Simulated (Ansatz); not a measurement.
Ansatz (a program for electronic structure) input (HF/3-21G): The .json file is the Basis Set Exchange's 3-21G.

Ansatz 0.2 input:
```yaml
crystal:
  periodic: [false, false, false]
  atoms:
    - {symbol: Ga, position_ang: [-0.00000000, -0.00000000, -1.80751900]}
    - {symbol: O, position_ang: [0.00000000, 0.00000000, 0.00000000]}
    - {symbol: Ga, position_ang: [0.00000000, 0.00000000, 1.80751900]}
basis:
  gaussian:
    orbitals: 3-21G.json
hamiltonian:
  xc: {name: HF}
total_charge: 1
magnetization: {spin_polarized: true, initial_magnetization: 1}
relax: {f_tol: 0.003, max_steps: 120}
```

From the output:

```
integrals: 0.01 GiB planned
517 factors; integrals over basis functions are off by at most 1.3e-4 eV
mean field: 0.26 GiB planned
mean field evaluation 160: about -106179.2348 eV, gradient 4.8e-6 eV
mean field -106179.23478500 eV, -3902.0149074784 hartree, gradient 1.0e-5 eV, S^2 0.793313; 0 other end points of the search recorded, 0 dependent functions left out
the calculation of the forces begins
reference -106179.23478500 eV, -3902.0149074784 hartree; 35, 34 occupied and 20, 21 virtual orbitals, 517 factors
relax step   3: F+E_penalty+E_count = -106179.23478500 eV  Δ(F+E_penalty+E_count) = -3.085e-2 eV  max|allowed force component| = 2.748e-1 eV/Å  Δτ_max = 0.0438 Å  (59 SCF iters, accepted)
these checks for a lower state are left out or cut short: starts, cluster_reference, orbital_swaps, neighbouring_geometries, increment
integrals: 0.01 GiB planned
517 factors; integrals over basis functions are off by at most 1.3e-4 eV
mean field: 0.26 GiB planned
mean field -106179.23722220 eV, -3902.0149970440 hartree, gradient 1.3e-5 eV, S^2 0.794212; 0 other end points of the search recorded, 0 dependent functions left out
the calculation of the forces begins
reference -106179.23722220 eV, -3902.0149970440 hartree; 35, 34 occupied and 20, 21 virtual orbitals, 517 factors
relax step   4: F+E_penalty+E_count = -106179.23722220 eV  Δ(F+E_penalty+E_count) = -2.437e-3 eV  max|allowed force component| = 1.673e-3 eV/Å  Δτ_max = 0.0090 Å  (65 SCF iters, accepted)
integrals: 0.01 GiB planned
517 factors; integrals over basis functions are off by at most 1.3e-4 eV
mean field: 0.26 GiB planned
mean field evaluation 192: about -106178.6090 eV, gradient 4.1e0 eV
mean field evaluation 224: about -106170.1324 eV, gradient 2.6e1 eV
mean field evaluation 256: about -106172.4214 eV, gradient 1.7e0 eV
mean field -106179.23722220 eV, -3902.0149970440 hartree, gradient 1.3e-5 eV, S^2 0.794212; 2 other end points of the search recorded, 0 dependent functions left out
the calculation of the forces begins
reference -106179.23722220 eV, -3902.0149970440 hartree; 35, 34 occupied and 20, 21 virtual orbitals, 517 factors
Total energy: -106179.23722220 eV, -3902.0149970440 hartree
Atom 0 at     0.000000     0.000000    -1.732999 Å, force    -0.000000    -0.000000     0.001673 eV/Å
Atom 1 at    -0.000000    -0.000000     0.000000 Å, force     0.000000     0.000000    -0.000000 eV/Å
Atom 2 at     0.000000     0.000000     1.732999 Å, force     0.000000    -0.000000    -0.001673 eV/Å
Dipole moment:    -0.000000     0.000000     0.000000 e Å
```

The dipole moment of an ion depends on the origin.

The geometry given is a B3LYP-D3(BJ)/def2-TZVP minimum.
